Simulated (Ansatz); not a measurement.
`F[SiH2]C[SiH2]F`. Total charge 0; spin multiplicity 1. The structure was optimised at the PBE0-D4/def2-TZVP level. It is one conformer, not always the lowest.

```xyz
11

F    -0.193    2.400    1.647
Si   -0.697    1.323    0.574
C     0.612    0.025    0.360
Si    0.244   -1.342   -0.841
F     1.490   -2.347   -0.883
H    -0.950    2.045   -0.696
H    -1.956    0.735    1.092
H     0.808   -0.426    1.340
H     1.535    0.522    0.037
H     0.051   -0.813   -2.213
H    -0.944   -2.122   -0.417
```

Task: What is the dipole moment at r2SCAN/def2-TZVPP? (An estimate is asked.)

Result: Computed: 0.53 D, with components (-0.46, -0.02, -0.27) D in this frame, pointing from negative to positive charge.

Task: And with PBE, B3LYP, ωB97M-V? (Estimate.)

Result: The calculation gave: PBE 0.50 D, B3LYP 0.66 D, ωB97M-V 0.61 D.

Task: Give the Mulliken charges with r2SCAN, B3LYP, ωB97M-V in def2-TZVPP. (An estimate is asked.)

Result: Computed: 
```json
{"atom": "F1", "r2SCAN": "-0.33", "B3LYP": "-0.33", "ωB97M-V": "-0.32"}
{"atom": "Si2", "r2SCAN": "0.57", "B3LYP": "0.56", "ωB97M-V": "0.49"}
{"atom": "C3", "r2SCAN": "-0.32", "B3LYP": "-0.33", "ωB97M-V": "-0.43"}
{"atom": "Si4", "r2SCAN": "0.57", "B3LYP": "0.56", "ωB97M-V": "0.49"}
{"atom": "F5", "r2SCAN": "-0.33", "B3LYP": "-0.33", "ωB97M-V": "-0.32"}
{"atom": "H6", "r2SCAN": "-0.09", "B3LYP": "-0.09", "ωB97M-V": "-0.04"}
{"atom": "H7", "r2SCAN": "-0.09", "B3LYP": "-0.09", "ωB97M-V": "-0.04"}
{"atom": "H8", "r2SCAN": "0.09", "B3LYP": "0.11", "ωB97M-V": "0.13"}
{"atom": "H9", "r2SCAN": "0.09", "B3LYP": "0.11", "ωB97M-V": "0.13"}
{"atom": "H10", "r2SCAN": "-0.09", "B3LYP": "-0.09", "ωB97M-V": "-0.04"}
{"atom": "H11", "r2SCAN": "-0.09", "B3LYP": "-0.09", "ωB97M-V": "-0.04"}
```

B3LYP here is the variant with VWN-RPA as its local correlation; programs differ in this.
